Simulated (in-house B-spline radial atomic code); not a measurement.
Whole-atom quantities along the 14-electron series, configuration 1s2 2s2 2p6 3s2 3p1/2(2). Breit and QED terms are first order and not part of the total energy; the density at the nucleus is averaged over the nuclear charge. Computed with an all-electron radial atomic-structure program (B-spline basis): Dirac-Hartree-Fock, jj configuration that fills j = l - 1/2 first, finite nuclei.

| ion | Z | E/Z² (Eh) | Σ<r²> (bohr²) | n(0)/Z³ (bohr⁻³) | Lamb diamagnetic shielding (ppm) | repulsion over attraction | Breit energy (eV) | self-energy (eV) | vacuum polarisation (eV) |
| --- | --- | --- | --- | --- | --- | --- | --- | --- | --- |
| Sc7+ | 21 | -1.6934 | 5.3908 | 0.77903 | 1442.49 | 0.12045 | 6.0697 | 4.4002 | -0.3302 |
| Ti8+ | 22 | -1.7156 | 4.6473 | 0.79276 | 1523.72 | 0.11582 | 7.105 | 5.1842 | -0.39854 |
| V9+ | 23 | -1.7363 | 4.0511 | 0.80718 | 1605.16 | 0.1115 | 8.2538 | 6.0615 | -0.47703 |
| Cr10+ | 24 | ? | ? | ? | ? | ? | ? | ? | ? |
| Mn11+ | 25 | ? | ? | ? | ? | ? | ? | ? | ? |
| Fe12+ | 26 | -1.7907 | 2.8255 | 0.85242 | 1850.96 | 0.10012 | 12.442 | 9.3149 | -0.78357 |

(1) Fill in the row of Cr10+.

(2) Fill in the row of Mn11+.

(3) With what power of Z does the column «Breit energy (eV)» change over this range?

Answers

(1) E/Z² (Eh): -1.7556; Σ<r²> (bohr²): 3.5649; n(0)/Z³ (bohr⁻³): 0.82178; Lamb diamagnetic shielding (ppm): 1686.84; repulsion over attraction: 0.10745; Breit energy (eV): 9.5221; self-energy (eV): 7.0382; vacuum polarisation (eV): -0.56667.

(2) E/Z² (Eh): -1.7737; Σ<r²> (bohr²): 3.1626; n(0)/Z³ (bohr⁻³): 0.83673; Lamb diamagnetic shielding (ppm): 1768.77; repulsion over attraction: 0.10367; Breit energy (eV): 10.916; self-energy (eV): 8.1206; vacuum polarisation (eV): -0.66848.

(3) A fit of the logarithm of its size against log Z from Z = 21 to 26 has slope 3.36.
